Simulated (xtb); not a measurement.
xtb input (GFN1-xTB):

```bash
xtb mol.xyz --gfn 1 --sp --chrg 1 --uhf 0
```
mol.xyz:
```
7

O      1.17069624    -0.14424860     1.15529483
B      0.16098497    -0.12738244     0.32510013
O     -1.06002739    -0.95686472     0.63481550
Cl     0.00385979     0.73885700    -1.13896650
H      1.24800626    -0.63776891     1.97969092
H     -1.81868823    -0.95079670     0.02124563
H     -1.18521012    -1.52618468     1.41511060
```

Output:

```
           -------------------------------------------------
          |                Calculation Setup                |
           -------------------------------------------------

           -------------------------------------------------
          |                 G F N 1 - x T B                 |
           -------------------------------------------------

        Reference                      10.1021/acs.jctc.7b00118
      * Hamiltonian:
        H0-scaling (s, p, d)           1.850000    2.250000    2.000000
        zeta-weighting                 0.000000
      * Dispersion:
        s8                             2.400000
        a1                             0.630000
        a2                             5.000000
        s9                             0.000000
      * Repulsion:
        kExp                           1.500000
        rExp                           1.000000
      * Coulomb:
        alpha                          2.000000
        third order                    atomic
        anisotropic                    false
      * Halogen bond correction:
        rad-scale                      1.300000
        damping                        0.440000

          ...................................................
          :                      SETUP                      :
          :.................................................:
          :  # basis functions                  28          :
          :  # atomic orbitals                  27          :
          :  # shells                           15          :
          :  # electrons                        24          :
          :  # halogen bonds                     2          :
          :  max. iterations                   250          :
          :  Hamiltonian                  GFN1-xTB          :
          :  restarted?                      false          :
          :  GBSA solvation                  false          :
          :  PC potential                    false          :
          :  electronic temp.          300.0000000     K    :
          :  accuracy                    1.0000000          :
          :  -> integral cutoff          0.2500000E+02      :
          :  -> integral neglect         0.1000000E-07      :
          :  -> SCF convergence          0.1000000E-05 Eh   :
          :  -> wf. convergence          0.2000000E-04 e    :
          :  Broyden damping             0.4000000          :
          :  net charge                          1          :
          :  unpaired electrons                  0          :
          ...................................................

 iter      E             dE          RMSdq      gap      omega  full diag
   1    -16.3178041 -0.163178E+02  0.684E+00    7.03       0.0  T
   2    -16.3933683 -0.755643E-01  0.375E+00    6.11       1.0  T
   3    -16.3942554 -0.887030E-03  0.141E+00    6.18       1.0  T
   4    -16.3943594 -0.104056E-03  0.114E-01    6.01       1.0  T
   5    -16.3943962 -0.367202E-04  0.240E-02    6.04       1.6  T
   6    -16.3943970 -0.855450E-06  0.146E-02    6.06       2.6  T
   7    -16.3943986 -0.159569E-05  0.192E-03    6.06      19.7  T
   8    -16.3943986 -0.149087E-07  0.106E-03    6.06      35.7  T
   9    -16.3943986 -0.949537E-08  0.463E-05    6.06     816.1  T
  10    -16.3943986 -0.145910E-10  0.138E-05    6.06    2734.9  T

   *** convergence criteria satisfied after 10 iterations ***

         #    Occupation            Energy/Eh            Energy/eV
      -------------------------------------------------------------
         1        2.0000           -1.1178690             -30.4188
       ...           ...                  ...                  ...
         6        2.0000           -0.8730044             -23.7557
         7        2.0000           -0.8614809             -23.4421
         8        2.0000           -0.7797162             -21.2172
         9        2.0000           -0.7766275             -21.1331
        10        2.0000           -0.7175756             -19.5262
        11        2.0000           -0.6582054             -17.9107
        12        2.0000           -0.6496633             -17.6782 (HOMO)
        13                         -0.4268923             -11.6163 (LUMO)
        14                         -0.4190425             -11.4027
        15                         -0.3451255              -9.3913
        16                         -0.3260221              -8.8715
        17                         -0.3036190              -8.2619
       ...                                ...                  ...
        27                          0.5141700              13.9913
      -------------------------------------------------------------
                  HL-Gap            0.2227710 Eh            6.0619 eV
             Fermi-level           -0.5382778 Eh          -14.6473 eV

 SCC (total)                   0 d,  0 h,  0 min,  0.006 sec
 SCC setup                      ...        0 min,  0.000 sec (  1.255%)
 Dispersion                     ...        0 min,  0.000 sec (  0.563%)
 classical contributions        ...        0 min,  0.000 sec (  0.289%)
 integral evaluation            ...        0 min,  0.001 sec ( 22.042%)
 iterations                     ...        0 min,  0.001 sec ( 20.070%)
 molecular gradient             ...        0 min,  0.003 sec ( 52.597%)
 printout                       ...        0 min,  0.000 sec (  2.999%)

         :::::::::::::::::::::::::::::::::::::::::::::::::::::
         ::                     SUMMARY                     ::
         :::::::::::::::::::::::::::::::::::::::::::::::::::::
         :: total energy             -16.291627959387 Eh    ::
         :: gradient norm              0.025708315386 Eh/a0 ::
         :: HOMO-LUMO gap              6.061908407034 eV    ::
         ::.................................................::
         :: SCC energy               -16.394398626266 Eh    ::
         :: -> electrostatic           0.176602061580 Eh    ::
         :: repulsion energy           0.104469766579 Eh    ::
         :: dispersion energy         -0.001699099700 Eh    ::
         :: halogen bond corr.         0.000000000000 Eh    ::
         :: add. restraining           0.000000000000 Eh    ::
         :: total charge               1.000000000000 e     ::
         :::::::::::::::::::::::::::::::::::::::::::::::::::::

           -------------------------------------------------
          |                Property Printout                |
           -------------------------------------------------

    * Orbital Energies and Occupations

         #    Occupation            Energy/Eh            Energy/eV
      -------------------------------------------------------------
         1        2.0000           -1.1178690             -30.4188
         2        2.0000           -1.1000355             -29.9335
         3        2.0000           -1.0149918             -27.6193
         4        2.0000           -0.9424159             -25.6444
         5        2.0000           -0.9373983             -25.5079
         6        2.0000           -0.8730044             -23.7557
         7        2.0000           -0.8614809             -23.4421
         8        2.0000           -0.7797162             -21.2172
         9        2.0000           -0.7766275             -21.1331
        10        2.0000           -0.7175756             -19.5262
        11        2.0000           -0.6582054             -17.9107
        12        2.0000           -0.6496633             -17.6782 (HOMO)
        13                         -0.4268923             -11.6163 (LUMO)
        14                         -0.4190425             -11.4027
        15                         -0.3451255              -9.3913
        16                         -0.3260221              -8.8715
Note: The following floating-point exceptions are signalling: IEEE_DENORMAL
normal termination of xtb
        17                         -0.3036190              -8.2619
        18                         -0.2533041              -6.8928
        19                         -0.2448765              -6.6634
        20                         -0.2436257              -6.6294
        21                         -0.1983393              -5.3971
        22                         -0.0731686              -1.9910
        23                          0.0341250               0.9286
       ...                                ...                  ...
        27                          0.5141700              13.9913
      -------------------------------------------------------------
                  HL-Gap            0.2227710 Eh            6.0619 eV
             Fermi-level           -0.5382778 Eh          -14.6473 eV

  Mulliken/CM5 charges         n(s)   n(p)   n(d)
     1O    -0.49695 -0.63249   1.643  4.853  0.000
     2B     0.65453  0.48820   0.786  1.560  0.000
     3O    -0.49277 -0.79873   1.682  4.810  0.000
     4Cl    0.01365  0.09823   1.916  5.089 -0.019
     5H     0.41632  0.59646   0.584  0.000  0.000
     6H     0.44946  0.62120   0.551  0.000  0.000
     7H     0.45576  0.62713   0.544  0.000  0.000

Wiberg/Mayer (AO) data.
largest (>0.10) Wiberg bond orders for each atom

 ---------------------------------------------------------------------------
     #   Z sym  total        # sym  WBO       # sym  WBO       # sym  WBO
 ---------------------------------------------------------------------------
     1   8 O    2.199 --     2 B    1.298     5 H    0.804
     2   5 B    3.222 --     1 O    1.298     4 Cl   1.241     3 O    0.666
     3   8 O    2.256 --     7 H    0.768     6 H    0.767     2 B    0.666
     4  17 Cl   1.374 --     2 B    1.241
     5   1 H    0.828 --     1 O    0.804
     6   1 H    0.814 --     3 O    0.767
     7   1 H    0.795 --     3 O    0.768
 ---------------------------------------------------------------------------

Topologies differ in total number of bonds
Writing topology from bond orders to xtbtopo.mol

 dipole moment from electron density (au)
     X       Y       Z
  -1.8945  -2.2029   1.8962  total (Debye):    8.819

           -------------------------------------------------
          | TOTAL ENERGY              -16.291627959387 Eh   |
          | GRADIENT NORM               0.025708315386 Eh/α |
          | HOMO-LUMO GAP               6.061908407034 eV   |
           -------------------------------------------------

------------------------------------------------------------------------
------------------------------------------------------------------------
 total:
 SCF:
```

It need not be the lowest isomer of its formula.
